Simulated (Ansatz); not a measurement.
Consider the atomization: `C=[CH][SnH2]`• → 2 C• + 5 H• + Sn•.

Gas-phase electronic energies from Ansatz, PBE0-D4/def2-TZVP geometries. CCSD(T)/CBS adds triple-zeta CCSD(T) − MP2 to the extrapolated MP2 energy (def2 sets, frozen cores). This one scheme is used for every species, atoms too. Open shells (•) are unrestricted, without spin–orbit coupling. Spin–orbit coupling would lower the free atoms: a little for C; strongly for Sn. def2 core potentials past Kr. Bonds to Sn are less sure, by a few kJ/mol each and by 10 to 20 or more in all where they break to atoms, as the def2 sets lack core-valence functions.

```json
{"species": "`C=[CH][SnH2]`•", "MP2/CBS(def2) energy (Eh)": "-293.00084"}
{"species": "C•", "MP2/CBS(def2) energy (Eh)": "-37.76950"}
{"species": "H•", "MP2/CBS(def2) energy (Eh)": "-0.50000"}
{"species": "Sn•", "MP2/CBS(def2) energy (Eh)": "-213.96788"}
```

(1) Work out ΔE.

Largest T1 diagnostic among the species: 0.023.

Answers

(1) ΔE = 5 × (-0.50000) + 2 × (-37.76950) + (-213.96788) − (-293.00084) = 0.99396 Eh = +2609.6 kJ/mol. CCSD(T)/CBS gives +2626.3 kJ/mol.

Leaving LDA and LC-ωPBE aside and taking each functional with its dispersion term where it has one, the values, not all of them listed here, spread over 103.9 kJ/mol, from BHLYP-D4 to PBE-D4. LDA lies +335.5 kJ/mol from PBE without D4, its usual overbinding. In def2-TZVPP, CCSD(T) changes the Hartree–Fock value by +642.4 kJ/mol (the triples alone add +39.1 kJ/mol) and MP2 by +625.7 kJ/mol; breaking electron pairs costs correlation energy, which Hartree–Fock lacks. From PBE to PBE0 (25 % exact exchange), in def2-TZVPP and without D4, ΔE moves by −35.8 kJ/mol: exact exchange takes away binding that semilocal exchange gives to molecules.

For atomizations the MP2-based limit and the directly extrapolated one differ by several kJ/mol either way, and by 10 to 25 for some Ge, Se and Sn compounds, so smaller differences from it don't rank the levels.
